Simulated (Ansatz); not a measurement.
TeAu2⁺, relaxed as a doublet with UKS PBE0-D4/def2-TZVP in Ansatz, starting from the GFN2-xTB geometry. Force threshold 0.02 eV/Å.

In the def2 sets Au, Te take a core potential; there is no spin–orbit coupling. The structure comes from a short search, and lower isomers may exist.

Start:

Cartesian coordinates in Å:
```
Au -0.8606 0.0136 -0.4462
Au -0.0405 -2.0259 1.0178
Te 0.9011 2.0124 -0.5716
```

```json
{"step": "1", "energy (eV)": "-14673.2007", "largest force component (eV/Å)": "1.120", "SCF passes": "56"}
{"step": "2", "energy (eV)": "-14673.3589", "largest force component (eV/Å)": "0.138", "SCF passes": "41"}
{"step": "3", "energy (eV)": "-14673.3927", "largest force component (eV/Å)": "0.217", "SCF passes": "40"}
{"step": "4", "energy (eV)": "-14673.5431", "largest force component (eV/Å)": "0.430", "SCF passes": "44"}
{"step": "5", "energy (eV)": "-14673.8165", "largest force component (eV/Å)": "0.839", "SCF passes": "40"}
{"step": "6", "energy (eV)": "-14674.2268", "largest force component (eV/Å)": "1.252", "SCF passes": "37"}
{"step": "7", "energy (eV)": "-14674.6808", "largest force component (eV/Å)": "0.600", "SCF passes": "34"}
{"step": "8", "energy (eV)": "-14674.7797", "largest force component (eV/Å)": "0.976", "SCF passes": "33"}
{"step": "9", "energy (eV)": "-14674.8484", "largest force component (eV/Å)": "0.391", "SCF passes": "32"}
{"step": "10", "energy (eV)": "-14674.8767", "largest force component (eV/Å)": "0.317", "SCF passes": "30"}
{"step": "11", "energy (eV)": "-14674.8828", "largest force component (eV/Å)": "0.028", "SCF passes": "29"}
{"step": "12", "energy (eV)": "-14674.8828", "largest force component (eV/Å)": "0.001", "SCF passes": "28"}
```

Force components are those of the run's own axes.

End:

Cartesian coordinates in Å:
```
Au -1.5416 0.4733 -1.0295
Au 0.8073 -1.3414 1.0997
Te 0.7343 0.8681 -0.0702
```

Bonds lost: Au1–Au2 (atoms count from 1). Bonds formed: Au2–Te3 (atoms count from 1). The end is the same structure that another start reached, the lowest one found.

No frequencies were taken in this run, so the end may be a saddle point.

Run time 35 s (4 threads of Arm Neoverse V2 on a shared host).
